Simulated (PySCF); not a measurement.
diphosphane (H4P2), SMILES PP. Geometry: TPSSh-D3(BJ)/def2-TZVP.

Method: TPSSh-D3(BJ)/def2-TZVP (PySCF).

Harmonic wavenumbers (cm⁻¹): 82, 438, 620, 635, 868, 920, 1104, 1113, 2387, 2389, 2394, 2403. Rotational constants (GHz): 64.76, 5.782, 5.740; symmetry number 2.

Task: Work out the zero-point energy and the ideal-gas rigid-rotor harmonic-oscillator thermochemistry at 298.15 K and 1 atm.

Result: ZPE = ½ Σ hcν = ½ × 15353 cm⁻¹ = 91.83 kJ/mol. H − E(el) = 105.67 kJ/mol. Entropy in J/(mol K): translation 160.99, rotation 88.50, vibration 24.69, total 274.18. G − E(el) = 23.93 kJ/mol. Cp = 62.01 J/(mol K). Modes under 150 cm⁻¹ make the vibrational entropy uncertain.
